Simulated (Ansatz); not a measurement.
A run for Ansatz (a first-principles code): R-B3LYP/def2-TZVPP on FH3OSi (SMILES O[SiH2]F), a point of a torsion scan.

Ansatz 0.2 input:
```yaml
crystal:
  periodic: [false, false, false]
  atoms:
    - {symbol: O, position_ang: [1.14482660, -0.02275797, -0.45344918]}
    - {symbol: Si, position_ang: [-0.38365377, -0.10893312, 0.06265053]}
    - {symbol: F, position_ang: [-1.22991721, 0.36416650, -1.20743300]}
    - {symbol: H, position_ang: [1.88753315, 0.16148767, 0.11041926]}
    - {symbol: H, position_ang: [-0.66667851, 0.84416888, 1.12147260]}
    - {symbol: H, position_ang: [-0.76650740, -1.48369525, 0.32041547]}
basis:
  gaussian:
    orbitals: def2-TZVPP
hamiltonian:
  xc: {name: B3LYP}
scf: {lower_state_search: off}
```

The head of its log:

```
WARN ansatz: RAYON_NUM_THREADS=1 ignored (pool sized by the plan → 1); use --threads N
Functional definition: B3LYP
these checks for a lower state are left out or cut short: stability, starts, cluster_reference, orbital_swaps, neighbouring_geometries, increment
integrals: 0.05 GiB planned
775 factors; their error is unknown
mean field: 0.48 GiB planned
mean field evaluation 1: about -12690.4472 eV, gradient 6.4e1 eV
mean field evaluation 2: about -12676.5108 eV, gradient 1.1e2 eV
```

Question: Predict the final total energy.

Answer: -466.5873 hartree.
